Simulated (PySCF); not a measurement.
These 3 structures share the formula C3H8BN. The calculation used PBE0-D3(BJ)/def2-SVP geometry optimisation, gas phase in PySCF 2.14.0. One conformer each; no zero-point energy, no entropy. No frequencies were run at this level. Point groups hold within 0.08 Å.

Problem. Rank from lowest to highest electronic energy at this level (kcal/mol).
A. `[NH2:1][BH:2][CH:3]1[CH2:4][CH2:5]1` with N1–B2–C3–C4 147°
B. `C1N([C@H]1C)B`
C. `C=NB(C)C`

Solution. C (0.0), A (0.7), B (24.7).

As drawn, the lowest has a C=N bond, which the highest lacks; the highest has a three-membered ring, which the lowest lacks. Neighbours under 2.5 kcal/mol apart (C=NB(C)C and NBC1CC1) can change places with a better method, another conformer or zero-point energy.

| SMILES | E (Eh) | E rel (kcal/mol) | dipole (D) | point group | A, B, C (MHz) |
| --- | --- | --- | --- | --- | --- |
| C=NB(C)C | -198.37660 | 0.0 | 1.30 | – | 7280, 3561, 2508 |
| NBC1CC1 | -198.37548 | 0.7 | 1.74 | Cs | 14901, 2753, 2675 |
| BN1C[C@@H]1C | -198.33716 | 24.7 | 2.46 | C1 | 9065, 4250, 3284 |
